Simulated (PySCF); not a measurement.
PySCF job for CHO₂, SMILES [O]C=O, multiplicity 2, PBE0-D3(BJ)/def2-TZVP. Geometry optimised at PBE0-D3(BJ)/def2-TZVP. The geometry has at least one imaginary mode, so it is a saddle point at that level. The isomer is the one that the SMILES or the coordinates give; other isomers of the formula were not compared.

```python
import numpy as np
from pyscf import gto, scf, dft, df
from pyscf.hessian import thermo

mol = gto.M(
    atom='''
    O     0.00000000    1.16068704    0.15977329
    C     0.00000000    0.00000000   -0.19792294
    O     0.00000000   -1.16068704    0.15977329
    H     0.00000000    0.00000000   -1.36883499
    ''',
    basis='def2-TZVP',
    charge=0,
    spin=1,
    max_memory=1600,
    verbose=3,
)
mf = dft.UKS(mol, xc='pbe0').density_fit(auxbasis='def2-universal-jkfit')
mf.disp = 'd3bj'
mf.grids.level = 3
mf.conv_tol = 1e-11
mf.max_cycle = 100
mf.kernel()
fine, coarse = mf.grids, dft.Grids(mol).set(level=1).build(with_non0tab=True)
for _ in range(3):  # follow internal instabilities
    mf.grids = coarse
    mo, _, stable, _ = mf.stability(return_status=True, nroots=4)
    mf.grids = fine
    if stable:
        break
    mf.kernel(mf.make_rdm1(mo, mf.mo_occ))

# analytic Hessian; the response equations are solved on a coarser grid
h, args, fine = mf.Hessian(), (mf.mo_energy, mf.mo_coeff, mf.mo_occ), mf.grids
h.max_memory = max(150, 2.5e-5 * df.make_auxmol(mol, mf.with_df.auxbasis).nao * mol.nelec[0] * (mol.nelec[0] + mol.nao))  # MB; small integral blocks
h1ao = h.make_h1(mf.mo_coeff, mf.mo_occ)
mf.grids = dft.Grids(mol).set(level=1).build(with_non0tab=True)
mo1, mo_e1 = h.solve_mo1(*args, h1ao)
mf.grids = fine
hess = h.hess_elec(*args, mo1, mo_e1, h1ao) + h.hess_nuc()
if mf.do_disp():
    hess += h.get_dispersion()
for i in range(mol.natm):  # the analytic DFT Hessian lacks the response of the grid: restore translational invariance
    hess[i, i] -= hess[i].sum(axis=0)
hess = (hess + hess.transpose(1, 0, 3, 2)) / 2
vib = thermo.harmonic_analysis(mol, hess, imaginary_freq=False)
thermo.dump_normal_mode(mol, vib)
th = thermo.thermo(mf, vib['freq_au'][vib['freq_au'] > 0], 298.15, 101325)
thermo.dump_thermo(mol, th)
g0 = mf.nuc_grad_method().set(verbose=0).kernel()

# dipole derivatives [dipole axis, atom, xyz] from the same response
r, irp = mol.intor('int1e_r'), mol.intor('int1e_irp').reshape(3, 3, mol.nao, mol.nao)
sl, dm0, ok = mol.aoslice_by_atom(), np.array(mf.make_rdm1()), []
dmu = np.einsum('a,xt->xat', mol.atom_charges(), np.eye(3))
for a, (_, _, p0, p1) in enumerate(sl):
    dmu[:, a] += 2 * np.einsum('xtij,ij->xt', irp[:, :, :, p0:p1], dm0.reshape(-1, mol.nao, mol.nao).sum(0)[:, p0:p1])
    for u, c, occ, f in zip(mo1, mf.mo_coeff, mf.mo_occ, (2, 2)):
        dmu[:, a] -= f * np.einsum('tui,xuv,vi->xt', u[a], r, c[:, occ > 0], optimize=True)
L = vib['norm_mode']
ir = 974.8801 * (np.einsum('xat,kat->kx', dmu, L) ** 2).sum(1)       # km/mol
apt = np.einsum('xax->a', dmu) / 3
print('mode   freq/cm-1   IR/(km/mol)')
for k, w in enumerate(vib['freq_wavenumber']):
    print(f'{k + 1:4d} {w:11.2f} {ir[k]:13.3f}')
print('max |gradient| / (hartree/bohr):', abs(g0).max())
print('APT charges:', apt.round(4))
```

It prints:

```

WARN: HOMO -0.310275729721312 >= LUMO -0.310275729721308

converged SCF energy = -188.958781163408  <S^2> = 0.75733269  2S+1 = 2.0073193
<class 'pyscf.df.df_jk.DFUKS'> wavefunction is stable in the internal stability analysis

WARN: DFTD3 does not support analytical Hessian, using finite difference


WARN: Mole.unit (angstrom) is changed to Bohr

Mode                                 0                   1                   2
Irrep
Freq [cm^-1]                     -384.4250            675.0028            849.7953
Reduced mass [au]                   1.2750             11.3547              2.5160
Force const [Dyne/A]               -0.1110              3.0481              1.0705
Char temp [K]                    -553.1019            971.1788           1222.6663
Normal mode                   x     y     z       x     y     z       x     y     z
       0   O                -0.00 -0.02  0.02    0.00 -0.08  0.08    0.06  0.00 -0.00
       1   C                 0.00  0.13  0.00   -0.00  0.00 -0.21   -0.21  0.00  0.00
       2   O                -0.00 -0.02 -0.02    0.00  0.08  0.08    0.06 -0.00 -0.00
       3   H                -0.00 -0.88  0.00    0.00 -0.00 -0.12    0.59 -0.00  0.00
Mode                                 3                   4                   5
Irrep
Freq [cm^-1]                     1229.2845           1726.5773           2251.5207
Reduced mass [au]                  14.6398              4.4502              1.0470
Force const [Dyne/A]               13.0344              7.8164              3.1272
Char temp [K]                    1768.6667           2484.1603           3239.4370
Normal mode                   x     y     z       x     y     z       x     y     z
       0   O                 0.00 -0.15 -0.04   -0.00  0.09  0.04   -0.00  0.02  0.01
       1   C                -0.00  0.00  0.12    0.00 -0.21  0.00    0.00  0.00  0.04
       2   O                 0.00  0.15 -0.04   -0.00  0.09 -0.04   -0.00 -0.02  0.01
       3   H                 0.00  0.00 -0.05   -0.00 -0.40 -0.00   -0.00  0.00 -0.98
temperature 298.1500 [K]
pressure 101325.00 [Pa]
Rotational constants [GHz] 161.19348 11.72368 10.92882
Symmetry number 2
Zero-point energy (ZPE) 0.01534 [Eh]   40267.382 [J/mol]
                           tot       elec      trans        rot        vib
Entropy [J/mol/K]       243.381      5.763    156.226     79.094      2.297
Cv [J/mol/K]             31.948      0.000     12.472     12.472      7.005
Cp [J/mol/K]             40.263      0.000     20.786     12.472      7.005
Internal energy [J/mol]                      3718.434   3718.434  40806.396
Internal energy [Eh]   -188.94041  -188.95878
Enthalpy [J/mol]                             6197.391   3718.434  40806.396
Enthalpy [Eh]          -188.93946
Gibbs free energy [J/mol]                  -40381.405 -19863.554  40121.461
Gibbs free energy [Eh] -188.96710
mode   freq/cm-1   IR/(km/mol)
   1     -384.42       597.962
   2      675.00        30.061
   3      849.80         0.420
   4     1229.28         4.187
   5     1726.58        47.815
   6     2251.52        27.716
max |gradient| / (hartree/bohr): 3.193025092688639e-05
APT charges: [-0.2106  0.0509 -0.2106  0.3702]
```

Self-consistency was reached. The end point has an imaginary mode, so it is no minimum.
